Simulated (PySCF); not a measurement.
Isomers of C8H15B, mass 122.127 u with the commonest isotopes. Computed with PySCF, PBE0-D3(BJ)/def2-SVP geometry optimisation, gas phase. One conformer each, none proved a minimum here; rigid rotors.

Task: Order these by rotational constant C, largest first.
A. `CC(C)=C=C(C)B(C)C`
B. `[CH2:1]=[CH:2][CH2:3][C@H:4]1[BH:5][CH2:6][CH2:7][CH2:8][CH2:9]1` with C1–C2–C3–C4 -114°, C2–C3–C4–B5 167°, C3–C4–B5–C6 156°, C4–B5–C6–C7 -22°, B5–C6–C7–C8 40°, C6–C7–C8–C9 -59°
C. `B1[C@H]2CCC[C@@H]1CCC2`

Result: C (1410 MHz), A (755.0 MHz), B (725.3 MHz).

Task: Order these by rotational constant A, largest first.
A. `B1[C@H]2CCC[C@@H]1CCC2`
B. `[CH2:1]=[CH:2][CH2:3][C@H:4]1[BH:5][CH2:6][CH2:7][CH2:8][CH2:9]1` with C1–C2–C3–C4 -114°, C2–C3–C4–B5 167°, C3–C4–B5–C6 156°, C4–B5–C6–C7 -22°, B5–C6–C7–C8 40°, C6–C7–C8–C9 -59°
C. `CB(C)C(C)=C=C(C)C`

Result: B (3713 MHz), C (2340 MHz), A (2244 MHz).

Task: Order these by out-of-plane moment Σ m c² = (Ia + Ib − Ic)/2, largest first.
A. `CB(C)C(C)=C=C(C)C`
B. `[CH2:1]=[CH:2][CH2:3][C@H:4]1[BH:5][CH2:6][CH2:7][CH2:8][CH2:9]1` with C1–C2–C3–C4 -114°, C2–C3–C4–B5 167°, C3–C4–B5–C6 156°, C4–B5–C6–C7 -22°, B5–C6–C7–C8 40°, C6–C7–C8–C9 -59°
C. `B1[C@H]2CCC[C@@H]1CCC2`

Result: C (70.14 u·Å²), A (60.98 u·Å²), B (22.95 u·Å²).

| SMILES | point group | Ia (u·Å²) | Ib (u·Å²) | Ic (u·Å²) | κ | μa (D) | μb (D) | μc (D) |
| --- | --- | --- | --- | --- | --- | --- | --- | --- |
| B1[C@H]2CCC[C@@H]1CCC2 | Cs | 225.20 | 273.40 | 358.33 | 0.05 | 0.15 | 0.00 | 0.70 |
| C=CC[C@H]1BCCCC1 | C1 | 136.12 | 606.59 | 696.80 | -0.93 | 0.66 | 0.40 | 0.10 |
| CB(C)C(C)=C=C(C)C | near Cs | 216.01 | 575.32 | 669.36 | -0.84 | 0.78 | 0.17 | 0.02 |
